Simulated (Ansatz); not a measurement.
Ansatz (a first-principles code) input (MP2/6-311+G**): The .json file is the Basis Set Exchange's 6-311+G**.

Ansatz 0.2 input:
```yaml
crystal:
  periodic: [false, false, false]
  atoms:
    - {symbol: N, position_ang: [-1.48290600, -0.71324300, -0.07058700]}
    - {symbol: Si, position_ang: [0.08291600, 0.01954000, 0.01988300]}
    - {symbol: O, position_ang: [0.40891500, -0.38289200, 1.54946200]}
    - {symbol: O, position_ang: [0.01924000, 1.62904900, -0.27892900]}
    - {symbol: O, position_ang: [1.03505200, -0.66239400, -1.11309700]}
    - {symbol: H, position_ang: [-1.55298900, -1.71410600, -0.19121400]}
    - {symbol: H, position_ang: [-2.24869000, -0.35420100, 0.48098500]}
    - {symbol: H, position_ang: [-0.04985500, 2.21288900, 0.48054500]}
    - {symbol: H, position_ang: [1.36540000, -0.09554100, -1.81406100]}
basis:
  gaussian:
    orbitals: 6-311+G__.json
magnetization: {spin_polarized: true, initial_magnetization: 1}
correlation: {method: mp2, electrons: outside_noble_gas}
```

Output:

```
Functional definition: HF
integrals: 0.16 GiB planned
1111 factors; integrals over basis functions are off by at most 1.4e-3 eV
mean field: 0.59 GiB planned
mean field evaluation 1: about -15516.5734 eV, gradient 4.2e1 eV
mean field evaluation 2: about -15516.5757 eV, gradient 4.2e1 eV
mean field evaluation 4: about -15523.5057 eV, gradient 5.0e0 eV
mean field evaluation 8: about -15524.5104 eV, gradient 1.8e0 eV
mean field evaluation 16: about -15524.6796 eV, gradient 1.2e-2 eV
mean field evaluation 32: about -15524.6774 eV, gradient 1.7e-1 eV
mean field -15524.67960242 eV, -570.5214523832 hartree, gradient 2.4e-6 eV, S^2 0.759949; 4 other end points of the search recorded, 0 dependent functions left out
9 core orbitals not correlated
reference -15524.67960242 eV, -570.5214523832 hartree; 16, 15 occupied and 118, 119 virtual orbitals, 1111 factors
second order -22.80777264 eV of doubles, -0.00000000 eV of singles
Total energy: -15547.48737506 eV, -571.3596225681 hartree
```

The geometry given is a B3LYP-D3(BJ)/def2-TZVP minimum.
